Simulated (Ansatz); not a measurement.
Relaxation of AlFGeH₄ (7 atoms, charge 0, multiplicity 1), to a largest force component of 0.02 eV/Å in at most 50 steps.

Level of theory: Ansatz 0.2.0, RKS CAM-B3LYP/def2-SVP.

```xyz
7
Properties=species:S:1:pos:R:3:forces:R:3
F -2.170 -0.510 0.459 -1.22 0.46 0.99
Ge -0.824 -0.282 -0.600 -31.97 -13.23 -39.30
Al 1.085 0.362 0.727 2.41 1.35 1.99
H -0.238 -0.087 0.079 31.44 11.22 36.04
H -1.103 0.814 -1.671 0.24 0.43 0.86
H 2.413 -0.556 0.765 -0.75 0.14 -0.42
H 1.115 1.714 1.595 -0.15 -0.36 -0.17
```

Problem. Where does it end, and by what steps?

Solution. The forces met the threshold. After 23 steps the energy has fallen by 14.132 eV; F1 moved furthest, 1.39 Å. The start is strongly strained (largest force component 39 eV/Å). Joined: F1–Al3 (3.38 → 1.78 Å).

```json
{"step": "0", "energy less start (eV)": "0.0000", "largest force component (eV/Å)": "39.295", "accepted": "yes"}
{"step": "1", "energy less start (eV)": "-8.8917", "largest force component (eV/Å)": "10.938", "accepted": "yes"}
{"step": "2", "energy less start (eV)": "-11.1152", "largest force component (eV/Å)": "4.197", "accepted": "yes"}
{"step": "3", "energy less start (eV)": "-11.9649", "largest force component (eV/Å)": "1.725", "accepted": "yes"}
{"step": "4", "energy less start (eV)": "-12.2047", "largest force component (eV/Å)": "1.038", "accepted": "yes"}
{"step": "5", "energy less start (eV)": "-12.3040", "largest force component (eV/Å)": "0.743", "accepted": "yes"}
{"step": "6", "energy less start (eV)": "-12.3415", "largest force component (eV/Å)": "0.193", "accepted": "yes"}
{"step": "7", "energy less start (eV)": "-12.3585", "largest force component (eV/Å)": "0.134", "accepted": "yes"}
{"step": "8", "energy less start (eV)": "-12.3837", "largest force component (eV/Å)": "0.226", "accepted": "yes"}
{"step": "9", "energy less start (eV)": "-12.3883", "largest force component (eV/Å)": "0.514", "accepted": "yes"}
{"step": "10", "energy less start (eV)": "-12.4143", "largest force component (eV/Å)": "0.682", "accepted": "yes"}
{"step": "11", "energy less start (eV)": "-12.4516", "largest force component (eV/Å)": "0.342", "accepted": "yes"}
{"step": "12", "energy less start (eV)": "-12.5398", "largest force component (eV/Å)": "0.274", "accepted": "yes"}
{"step": "13", "energy less start (eV)": "-12.6984", "largest force component (eV/Å)": "0.532", "accepted": "yes"}
{"step": "14", "energy less start (eV)": "-13.0104", "largest force component (eV/Å)": "0.997", "accepted": "yes"}
{"step": "15", "energy less start (eV)": "-13.4546", "largest force component (eV/Å)": "1.481", "accepted": "yes"}
{"step": "16", "energy less start (eV)": "-13.8188", "largest force component (eV/Å)": "1.466", "accepted": "yes"}
{"step": "17", "energy less start (eV)": "-14.0040", "largest force component (eV/Å)": "1.896", "accepted": "yes"}
{"step": "18", "energy less start (eV)": "-14.1214", "largest force component (eV/Å)": "0.250", "accepted": "yes"}
{"step": "19", "energy less start (eV)": "-14.1045", "largest force component (eV/Å)": "0.451", "accepted": "no"}
{"step": "20", "energy less start (eV)": "-14.1213", "largest force component (eV/Å)": "0.235", "accepted": "no"}
{"step": "21", "energy less start (eV)": "-14.1314", "largest force component (eV/Å)": "0.045", "accepted": "yes"}
{"step": "22", "energy less start (eV)": "-14.1314", "largest force component (eV/Å)": "0.044", "accepted": "yes"}
{"step": "23", "energy less start (eV)": "-14.1318", "largest force component (eV/Å)": "0.009", "accepted": "yes"}
```

```xyz
7
Properties=species:S:1:pos:R:3
F -0.900 -0.354 1.013
Ge -1.083 -0.637 -1.013
Al 0.732 0.359 0.892
H 0.535 -0.069 -0.853
H -1.548 0.876 -1.149
H 1.833 -0.640 1.409
H 0.709 1.921 1.056
```

Run time: 42 s on 2 threads of Arm Neoverse V2, on a shared host, peak memory 0.19 GiB.
